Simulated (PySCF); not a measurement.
Simulation results for Al2BH5N, AlBFH4N, AlBH5N2, AlBClH3N

All values are calculated (PySCF 2.14.0). Calculation on a computer-drawn molecule: the log of a Hartree-Fock and frozen-core CCSD(T) single point meant for a local Hartree-Fock minimum, with one planted fault or none, to be diagnosed. Offsets are logged minus clean, where the clean run is the same molecule without the fault. The reference is restricted for singlets and unrestricted otherwise, and also for a bond in bohr or an excited solution. Adding or removing an electron swaps singlet and doublet. The excited solution moves the top pair (singlet) or top alpha electron (doublet) to the lowest empty orbital. Highest occupied and lowest empty are orbital energies over both spins, largest force is the largest gradient component, triples share is (T) over the correlation energy, the T1 limit is 0.02 restricted and 0.045 unrestricted, electrons count all cores, a negative frequency is imaginary (commonest isotopes), and the dipole is about the centre of nuclear charge.

Common to all runs: meant basis cc-pV(D+d)Z; logged SCF converged yes; possible faults no fault, one electron removed, one electron added, multiplicity raised by two, geometry at a saddle point, SCF held on an excited solution, minimal basis STO-3G, one bond length entered in bohr, all coordinates scaled.

(1) Al2BH5N

Logged structure:
```xyz
9
Al2BH5N
N      0.7530    -1.6598    -1.5022
B     -0.2819    -1.0483    -0.7997
Al    -0.3361    -1.0949     1.3740
Al    -2.0612     0.2075     2.8260
H      1.5176    -2.1328    -1.0664
H      0.8066    -1.6641    -2.5015
H     -1.1310    -0.5117    -1.4724
H      0.8819    -1.7575     2.1742
H     -3.4530    -0.2498     3.4638
```

| Property | Result |
| --- | --- |
| meant charge | 0 |
| meant multiplicity | 2 |
| logged electrons | 43 |
| logged basis functions | 99 |
| logged spin squared | 3.7678 |
| logged highest occupied | -5.7292 eV |
| logged lowest empty | -0.81182 eV |
| logged largest force | 0.047108 hartree/bohr |
| logged T1 diagnostic | 0.043097 |
| logged D1 diagnostic | 0.22922 |
| logged triples share | 0.032773 |
| logged CC converged | yes |
| logged dipole magnitude | 3.5188 debye |
| logged SCF stable within its kind | yes |
| logged energy HF | -565.76708 hartree |
| logged energy CCSD(T) | -566.1884 hartree |
| planted fault | multiplicity raised by two |
| HF energy offset from clean run | 63.64 kcal/mol |
| CCSD(T) energy offset from clean run | 69.26 kcal/mol |

Drawn bonds:
| atom | other atom | order |
| --- | --- | --- |
| 1 | 2 | 1 |
| 2 | 3 | 1 |
| 3 | 4 | 1 |
| 1 | 5 | 1 |
| 1 | 6 | 1 |
| 2 | 7 | 1 |
| 3 | 8 | 1 |
| 4 | 9 | 1 |

(2) AlBFH4N

Logged structure:
```xyz
8
AlBFH4N
N     -1.2967    -1.5968    -1.2824
B     -0.2215    -0.7689    -1.5822
Al     0.6268     0.4573    -0.0282
F     -0.0895     0.3219     1.4732
H     -1.7098    -1.6610    -0.3744
H     -1.7354    -2.1900    -1.9584
H      0.1790    -0.7890    -2.7202
H      1.8326     1.4776    -0.0787
```

| Property | Result |
| --- | --- |
| meant charge | 0 |
| meant multiplicity | 1 |
| logged electrons | 38 |
| logged basis functions | 85 |
| logged spin squared | 0 |
| logged highest occupied | -5.3914 eV |
| logged lowest empty | -3.931 eV |
| logged largest force | 0.068381 hartree/bohr |
| logged CC converged | no |
| logged dipole magnitude | 3.307 debye |
| logged SCF stable within its kind | no |
| logged energy HF | -422.54409 hartree |
| planted fault | SCF held on an excited solution |
| HF energy offset from clean run | 241.5 kcal/mol |

Drawn bonds:
| atom | other atom | order |
| --- | --- | --- |
| 1 | 2 | 1 |
| 2 | 3 | 1 |
| 3 | 4 | 1 |
| 1 | 5 | 1 |
| 1 | 6 | 1 |
| 2 | 7 | 1 |
| 3 | 8 | 1 |

Notes: CCSD not converged.

(3) AlBFH4N

Logged structure:
```xyz
8
AlBFH4N
N     -1.3122    -1.6160    -1.2978
B     -0.2242    -0.7781    -1.6012
Al     0.6344     0.4628    -0.0285
F     -0.0905     0.3258     1.4909
H     -1.7303    -1.6810    -0.3789
H     -1.7562    -2.2163    -1.9819
H      0.1811    -0.7984    -2.7528
H      1.8546     1.4953    -0.0796
```

| Property | Result |
| --- | --- |
| meant charge | 0 |
| meant multiplicity | 1 |
| logged electrons | 38 |
| logged basis functions | 85 |
| logged spin squared | 0 |
| logged highest occupied | -10.029 eV |
| logged lowest empty | 1.1902 eV |
| logged largest force | 0.010502 hartree/bohr |
| logged T1 diagnostic | 0.016258 |
| logged D1 diagnostic | 0.054933 |
| logged triples share | 0.022699 |
| logged CC converged | yes |
| logged dipole magnitude | 2.5857 debye |
| logged SCF stable within its kind | yes |
| logged energy HF | -422.92786 hartree |
| logged energy CCSD(T) | -423.48285 hartree |
| planted fault | all coordinates scaled, by +1.2 % |
| HF energy offset from clean run | 0.6587 kcal/mol |
| CCSD(T) energy offset from clean run | -0.3556 kcal/mol |

Drawn bonds:
| atom | other atom | order |
| --- | --- | --- |
| 1 | 2 | 1 |
| 2 | 3 | 1 |
| 3 | 4 | 1 |
| 1 | 5 | 1 |
| 1 | 6 | 1 |
| 2 | 7 | 1 |
| 3 | 8 | 1 |

(4) Al2BH5N

Logged structure:
```xyz
9
Al2BH5N
N     -0.1245    -1.9909    -0.8141
B     -1.1932    -1.3301    -0.2119
Al    -1.0538     0.2271     1.2788
Al    -1.1960     0.5334     3.8303
H      0.8366    -1.8257    -0.6012
H     -0.2535    -2.6923    -1.5154
H     -2.2960    -1.6488    -0.5941
H      0.1222     0.6069     4.7168
H     -2.5725     0.8743     4.5478
```

| Quantity | Value |
| --- | --- |
| meant charge | 0 |
| meant multiplicity | 2 |
| logged electrons | 43 |
| logged basis functions | 99 |
| logged spin squared | 0.7844 |
| logged highest occupied | -6.6572 eV |
| logged lowest empty | 0.67368 eV |
| logged largest force | 2.094e-05 hartree/bohr |
| logged lowest frequency | 55.859 cm⁻¹ |
| logged T1 diagnostic | 0.021929 |
| logged D1 diagnostic | 0.076135 |
| logged triples share | 0.029281 |
| logged CC converged | yes |
| logged dipole magnitude | 3.1333 debye |
| logged SCF stable within its kind | yes |
| logged energy HF | -565.87168 hartree |
| logged energy CCSD(T) | -566.30278 hartree |
| planted fault | no fault |
| HF energy offset from clean run | 0 kcal/mol |
| CCSD(T) energy offset from clean run | 0 kcal/mol |

Drawn bonds:
| atom | other atom | order |
| --- | --- | --- |
| 1 | 2 | 1 |
| 2 | 3 | 1 |
| 3 | 4 | 1 |
| 1 | 5 | 1 |
| 1 | 6 | 1 |
| 2 | 7 | 1 |
| 4 | 8 | 1 |
| 4 | 9 | 1 |

(5) AlBH5N2

Logged structure:
```xyz
9
AlBH5N2
N      0.3976     0.8960     1.3185
B     -0.8274     0.3689     1.7221
N     -1.0566    -0.4842     2.7997
Al    -2.5844     0.9440     0.5329
H      1.2468     0.6821     1.8078
H      0.5477     1.5064     0.5447
H     -0.3080    -0.7933     3.3917
H     -1.9394    -0.8549     3.0777
H     -3.8296     1.3513    -0.3100
```

| Item | Value |
| --- | --- |
| meant charge | 1 |
| meant multiplicity | 1 |
| logged electrons | 35 |
| logged basis functions | 90 |
| logged spin squared | 0.9481 |
| logged highest occupied | -21.133 eV |
| logged lowest empty | -10.788 eV |
| logged largest force | 0.053701 hartree/bohr |
| logged T1 diagnostic | 0.028288 |
| logged D1 diagnostic | 0.13015 |
| logged triples share | 0.029522 |
| logged CC converged | yes |
| logged dipole magnitude | 0.69642 debye |
| logged SCF stable within its kind | yes |
| logged energy HF | -377.7803 hartree |
| logged energy CCSD(T) | -378.26708 hartree |
| planted fault | one electron removed |
| HF energy offset from clean run | 294 kcal/mol |
| CCSD(T) energy offset from clean run | 314.3 kcal/mol |

Drawn bonds:
| atom | other atom | order |
| --- | --- | --- |
| 1 | 2 | 1 |
| 2 | 3 | 1 |
| 2 | 4 | 1 |
| 1 | 5 | 1 |
| 1 | 6 | 1 |
| 3 | 7 | 1 |
| 3 | 8 | 1 |
| 4 | 9 | 1 |

(6) AlBH5N2

Logged structure:
```xyz
9
AlBH5N2
N      0.3976     0.8960     1.3185
B     -0.8274     0.3689     1.7221
N     -1.0566    -0.4842     2.7997
Al    -2.5844     0.9440     0.5329
H      1.2468     0.6821     1.8078
H      0.5477     1.5064     0.5447
H     -0.3080    -0.7933     3.3917
H     -2.7248    -1.1846     3.3250
H     -3.8296     1.3513    -0.3100
```

| Item | Value |
| --- | --- |
| meant charge | 1 |
| meant multiplicity | 1 |
| logged electrons | 36 |
| logged basis functions | 90 |
| logged spin squared | 0.7122 |
| logged highest occupied | -14.619 eV |
| logged lowest empty | -4.3009 eV |
| logged largest force | 0.029336 hartree/bohr |
| logged T1 diagnostic | 0.063853 |
| logged D1 diagnostic | 0.30206 |
| logged triples share | 0.037409 |
| logged CC converged | yes |
| logged dipole magnitude | 3.0558 debye |
| logged SCF stable within its kind | yes |
| logged energy HF | -378.09329 hartree |
| logged energy CCSD(T) | -378.61424 hartree |
| planted fault | one bond length entered in bohr, row 7 of the drawn bonds |
| HF energy offset from clean run | 97.63 kcal/mol |
| CCSD(T) energy offset from clean run | 96.5 kcal/mol |

Drawn bonds:
| atom | other atom | order |
| --- | --- | --- |
| 1 | 2 | 1 |
| 2 | 3 | 1 |
| 2 | 4 | 1 |
| 1 | 5 | 1 |
| 1 | 6 | 1 |
| 3 | 7 | 1 |
| 3 | 8 | 1 |
| 4 | 9 | 1 |

Notes: T1 above single-reference limit.

(7) AlBClH3N

Logged structure:
```xyz
7
AlBClH3N
N     -1.5868    -1.3052     0.0684
B     -0.6059    -0.3254     0.0892
Al    -0.7219     1.7880    -0.3414
Cl     1.0790    -0.8984     0.4770
H     -2.5436    -1.1140    -0.1424
H     -1.3950    -2.2683     0.2634
H     -0.7275     2.8465     0.8508
```

| Item | Value |
| --- | --- |
| meant charge | 0 |
| meant multiplicity | 2 |
| logged electrons | 45 |
| logged basis functions | 89 |
| logged spin squared | 3.7602 |
| logged highest occupied | -6.0071 eV |
| logged lowest empty | -1.5178 eV |
| logged largest force | 0.078772 hartree/bohr |
| logged T1 diagnostic | 0.029758 |
| logged D1 diagnostic | 0.16056 |
| logged triples share | 0.031895 |
| logged CC converged | yes |
| logged dipole magnitude | 4.5874 debye |
| logged SCF stable within its kind | yes |
| logged energy HF | -782.22927 hartree |
| logged energy CCSD(T) | -782.71275 hartree |
| planted fault | multiplicity raised by two |
| HF energy offset from clean run | 78.68 kcal/mol |
| CCSD(T) energy offset from clean run | 83.04 kcal/mol |

Drawn bonds:
| atom | other atom | order |
| --- | --- | --- |
| 1 | 2 | 1 |
| 2 | 3 | 1 |
| 2 | 4 | 1 |
| 1 | 5 | 1 |
| 1 | 6 | 1 |
| 3 | 7 | 1 |

(8) AlBClH3N

Structure as in entry 7.

| Property | Result |
| --- | --- |
| meant charge | 0 |
| meant multiplicity | 2 |
| logged electrons | 45 |
| logged basis functions | 31 |
| logged spin squared | 0.7598 |
| logged highest occupied | -4.3544 eV |
| logged lowest empty | 7.3035 eV |
| logged largest force | 0.043332 hartree/bohr |
| logged T1 diagnostic | 0.017113 |
| logged D1 diagnostic | 0.070684 |
| logged triples share | 0.024455 |
| logged CC converged | yes |
| logged dipole magnitude | 4.243 debye |
| logged SCF stable within its kind | yes |
| logged energy HF | -773.46315 hartree |
| logged energy CCSD(T) | -773.60982 hartree |
| planted fault | minimal basis STO-3G |
| HF energy offset from clean run | 5580 kcal/mol |
| CCSD(T) energy offset from clean run | 5795 kcal/mol |

Drawn bonds:
| atom | other atom | order |
| --- | --- | --- |
| 1 | 2 | 1 |
| 2 | 3 | 1 |
| 2 | 4 | 1 |
| 1 | 5 | 1 |
| 1 | 6 | 1 |
| 3 | 7 | 1 |

(9) AlBClH3N

Structure as in entry 7.

| Quantity | Value |
| --- | --- |
| meant charge | 0 |
| meant multiplicity | 2 |
| logged electrons | 44 |
| logged basis functions | 89 |
| logged spin squared | 0 |
| logged highest occupied | -15.636 eV |
| logged lowest empty | -6.3168 eV |
| logged largest force | 0.047793 hartree/bohr |
| logged T1 diagnostic | 0.01835 |
| logged D1 diagnostic | 0.060616 |
| logged triples share | 0.030946 |
| logged CC converged | yes |
| logged dipole magnitude | 8.6895 debye |
| logged SCF stable within its kind | yes |
| logged energy HF | -782.09676 hartree |
| logged energy CCSD(T) | -782.58832 hartree |
| planted fault | one electron removed |
| HF energy offset from clean run | 161.8 kcal/mol |
| CCSD(T) energy offset from clean run | 161.1 kcal/mol |

Drawn bonds:
| atom | other atom | order |
| --- | --- | --- |
| 1 | 2 | 1 |
| 2 | 3 | 1 |
| 2 | 4 | 1 |
| 1 | 5 | 1 |
| 1 | 6 | 1 |
| 3 | 7 | 1 |

(10) AlBClH3N

Logged structure:
```xyz
7
AlBClH3N
N      0.1743    -3.3437     1.0364
B      0.0425    -1.9841     1.0060
Al    -0.1467     0.0280     0.9696
Cl    -1.1420     0.9157    -0.6948
H      0.9546    -3.8284     0.6366
H     -0.5086    -3.9523     1.4450
H      0.3904     0.9908     2.0869
```

| Quantity | Value |
| --- | --- |
| meant charge | 0 |
| meant multiplicity | 2 |
| logged electrons | 45 |
| logged basis functions | 31 |
| logged spin squared | 0.7711 |
| logged highest occupied | -5.0666 eV |
| logged lowest empty | 7.103 eV |
| logged largest force | 0.040551 hartree/bohr |
| logged T1 diagnostic | 0.018929 |
| logged D1 diagnostic | 0.073797 |
| logged triples share | 0.024323 |
| logged CC converged | yes |
| logged dipole magnitude | 4.426 debye |
| logged SCF stable within its kind | yes |
| logged energy HF | -773.49317 hartree |
| logged energy CCSD(T) | -773.63488 hartree |
| planted fault | minimal basis STO-3G |
| HF energy offset from clean run | 5572 kcal/mol |
| CCSD(T) energy offset from clean run | 5787 kcal/mol |

Drawn bonds:
| atom | other atom | order |
| --- | --- | --- |
| 1 | 2 | 1 |
| 2 | 3 | 1 |
| 3 | 4 | 1 |
| 1 | 5 | 1 |
| 1 | 6 | 1 |
| 3 | 7 | 1 |
